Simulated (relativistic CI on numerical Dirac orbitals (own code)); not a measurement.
# Cu4+ in a cubic cluster: 3p photoemission with charge transfer

Computed with a charge-transfer multiplet model of a cubic metal-ligand cluster with up to 3 ligand holes, Slater and spin-orbit integrals from Dirac-Coulomb-Breit ions, Slater integrals scaled by 0.8. The ground state mixes d7 with configurations of k ligand holes L, whose averages lie at kΔ + k(k − 1)U_dd/2; a core hole lowers each added d electron by U_cd. 300 K, Lorentzian 0.9 eV and Gaussian 0.8 eV FWHM.

Atomic integrals in eV (Slater integrals scaled, ζ unscaled), ground: F2dd 11.838, F4dd 7.422, zeta_d 0.120; with the core hole: F2dd 12.561, F4dd 7.909, zeta_d 0.129, zeta_core 1.819, F2cd 12.922, G1cd 15.775, G3cd 9.748.

Cluster parameters (eV): Δ = -0.9, U_dd = 7.9, U_cd = 9.1, 10Dq = 0.25, 10Dq(ligand) = 0.1, final-state hopping factor = 0.9.

Weights, n_d and S are thermal averages at 300 K. Binding energies count from the first peak over 30 % of the highest in each spectrum, which can be another peak from case to case. The parameters are a model scan and need not match a compound or its usual spin state. Peaks in eV (height, largest 100): 0.0 (100), 7.8 (43), 11.1 (30), 15.1 (23), 16.2 (22), 25.3 (11).

**Question.** Which parameters give this spectrum?
A. V(eg) = 1.8 eV, V(t2g) = -0.85 eV
B. V(eg) = 1.5 eV, V(t2g) = -0.71 eV
C. V(eg) = 3 eV, V(t2g) = -1.41 eV
D. V(eg) = 2.7 eV, V(t2g) = -1.27 eV
E. V(eg) = 2.4 eV, V(t2g) = -1.13 eV

**Answer.** C. V(eg) = 3 eV, V(t2g) = -1.41 eV; the ground state then has 7.80 d electrons and S = 0.87. The choice follows from running the model for each set and comparing peak positions and heights.
